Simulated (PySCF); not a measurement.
Atomic charges by several schemes

Species: C4H10F2Si2.
Cartesian coordinates in Å at the GFN2-xTB level; atoms count from 1:
```
atom  x, y, z in Å
F1    -2.8997    0.9681   -1.2411
C2    -1.6794    0.8323   -0.6620
F3    -0.7839    1.2640   -1.5966
C4    -1.4283   -0.5952   -0.2786
C5    -1.4978   -0.9896    1.1643
C6    -0.1734   -0.9703    0.4625
Si7    1.1961    0.2743    0.8741
Si8    2.6740    0.4317   -0.8962
H9    -1.6319    1.5343    0.1828
H10   -1.8078   -1.2856   -1.0239
H11   -1.7043   -0.2120    1.8847
H12   -1.9502   -1.9379    1.4130
H13    0.2067   -1.9505    0.1926
H14    0.5509    1.5328    1.2802
H15    1.7868   -0.2522    2.1161
H16    2.0695    0.8915   -2.1440
H17    3.7740    1.3439   -0.5716
H18    3.2898   -0.8736   -1.1679
```

Density: PBE0/pcSseg-1 (PySCF); schemes: Mulliken, IAO, Hirshfeld and ESP-fitted. Geometry: GFN2-xTB, one conformer, isolated molecule.

Task: Atoms with like bonding are taken together and averaged. Which atoms carry the highest charge in the Mulliken, IAO, Hirshfeld and ESP-fitted schemes?

Result: The schemes don't all agree: Mulliken C2 (+0.586); IAO Si7 (+0.452); Hirshfeld Si7 (+0.243); ESP-fitted C2 (+0.340).

Task: For which atoms does the sign change between the 4 schemes (beyond +0.03 e in one, beyond −0.03 e in another)?

Result: For none.

Task: Tabulate the Mulliken, IAO, Hirshfeld and ESP-fitted charges.

Result: In e; atoms taken as equivalent share a row and are averaged (×n: the atom named and its like, n in all):

| atom | environment | Mulliken | IAO | Hirshfeld | ESP-fitted |
| --- | --- | --- | --- | --- | --- |
| F1 | fluorine of a CF2 group | -0.303 | -0.303 | -0.110 | -0.221 |
| C2 | CHF2 carbon | +0.586 | +0.446 | +0.147 | +0.340 |
| F3 | fluorine of a CF2 group | -0.309 | -0.312 | -0.101 | -0.214 |
| C4 | three-membered-ring carbon | -0.297 | -0.165 | -0.061 | -0.180 |
| C5 | three-membered-ring carbon | -0.141 | -0.275 | -0.080 | -0.397 |
| C6 | sp3 carbon bound to silicon | -0.478 | -0.400 | -0.128 | -0.178 |
| Si7 | SiH2 silicon | +0.358 | +0.452 | +0.243 | +0.228 |
| Si8 | SiH3 silicon | +0.211 | +0.289 | +0.214 | +0.130 |
| H9 | methine hydrogen | +0.083 | +0.137 | +0.043 | +0.099 |
| H10 | methine hydrogen | +0.141 | +0.162 | +0.052 | +0.171 |
| H11 | methylene hydrogen | +0.137 | +0.146 | +0.049 | +0.173 |
| H12 | methylene hydrogen | +0.140 | +0.159 | +0.056 | +0.181 |
| H13 | methine hydrogen | +0.157 | +0.159 | +0.049 | +0.149 |
| H14 | Si–H hydrogen | -0.071 | -0.110 | -0.076 | -0.064 |
| H15 | Si–H hydrogen | -0.045 | -0.103 | -0.079 | -0.075 |
| H16/H17/H18 | Si–H hydrogen | -0.056 | -0.094 | -0.073 | -0.047 |

Mean size of the charges over all atoms: IAO 0.216 e, Mulliken 0.201 e, ESP-fitted 0.163 e, Hirshfeld 0.095 e. Each set sums to the total charge, 0, to within 0.001 e. The ESP scheme fits charges at the nuclei, held to the total charge, to the electrostatic potential on points at 1.4 to 2.0 times the van der Waals radii. The IAO scheme projects the occupied orbitals on a minimal set of polarised atomic orbitals and counts the electrons in each atom's part of it.

Some averages cover members that differ in this geometry: H16/H17/H18, ESP-fitted -0.059 to -0.031; H16/H17/H18, Mulliken -0.066 to -0.040 e.

Task: Sum the charges by element.

Result: 
```json
{"element": "F", "atoms": "2", "Mulliken": "-0.612", "IAO": "-0.616", "Hirshfeld": "-0.211", "ESP-fitted": "-0.435"}
{"element": "C", "atoms": "4", "Mulliken": "-0.331", "IAO": "-0.393", "Hirshfeld": "-0.122", "ESP-fitted": "-0.415"}
{"element": "Si", "atoms": "2", "Mulliken": "+0.570", "IAO": "+0.741", "Hirshfeld": "+0.457", "ESP-fitted": "+0.358"}
{"element": "H", "atoms": "10", "Mulliken": "+0.373", "IAO": "+0.268", "Hirshfeld": "-0.124", "ESP-fitted": "+0.491"}
```

Task: How many electrons does the ESP-fitted scheme count on F3?

Result: Z − q = 9 − (-0.214) = 9.214.
